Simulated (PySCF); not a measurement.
**Spinor energies of Au⁺ (gold, charge +1)**

Start: [Xe] 4f14 5d10. Calculated with PySCF 2.14 in x2c-TZVPPall-2c with one added diffuse shell each of s, p, d, f type (12s12p11d4f1g, 140 functions): generalised Hartree-Fock with the X2C-1e Hamiltonian and a Gaussian nucleus; spin-orbit coupling (SO) screened by Boettger's factors.

| spinor shell | electrons | ε, screened SO (eV) | weight of nominal j (screened SO) | rms radius, screened SO (bohr) |
| --- | --- | --- | --- | --- |
| 1s1/2 | 2 | -81154.7 | 1.000 | 0.0190 |
| 2s1/2 | 2 | -14474.3 | 1.000 | 0.0768 |
| 2p1/2 | 2 | -13856.8 | 1.000 | 0.0651 |
| 2p3/2 | 4 | -12015.7 | 1.000 | 0.0731 |
| 3s1/2 | 2 | -3490.9 | 1.000 | 0.196 |
| 3p1/2 | 2 | -3214.2 | 1.000 | 0.188 |
| 3p3/2 | 4 | -2801.8 | 1.000 | 0.204 |
| 3d3/2 | 4 | -2347.8 | 1.000 | 0.179 |
| 3d5/2 | 6 | -2259.6 | 1.000 | 0.183 |
| 4s1/2 | 2 | -800.81 | 1.000 | 0.433 |
| 4p1/2 | 2 | -681.71 | 1.000 | 0.437 |
| 4p3/2 | 4 | -581.43 | 1.000 | 0.471 |
| 4d3/2 | 4 | -386.26 | 1.000 | 0.485 |
| 4d5/2 | 6 | -366.98 | 1.000 | 0.496 |
| 5s1/2 | 2 | -135.78 | 1.000 | 1.00 |
| 4f5/2 | 6 | -113.92 | 1.000 | 0.543 |
| 4f7/2 | 8 | -110.05 | 1.000 | 0.547 |
| 5p1/2 | 2 | -95.312 | 1.000 | 1.09 |
| 5p3/2 | 4 | -78.164 | 1.000 | 1.19 |
| 5d3/2 | 4 | -22.015 | 1.000 | 1.64 |
| 5d5/2 | 6 | -20.170 | 1.000 | 1.73 |

```csv
quantity,screened SO
E (hartree),-19026.55050
M_J,0
⟨J²⟩,0.000
⟨L²⟩,0.179
⟨S²⟩,0.179
```

Breit and QED terms are absent; they matter most for the inner s and p1/2 levels.

Densities and radii are taken from the X2C orbitals without a picture-change correction, which distorts them close to the nucleus.
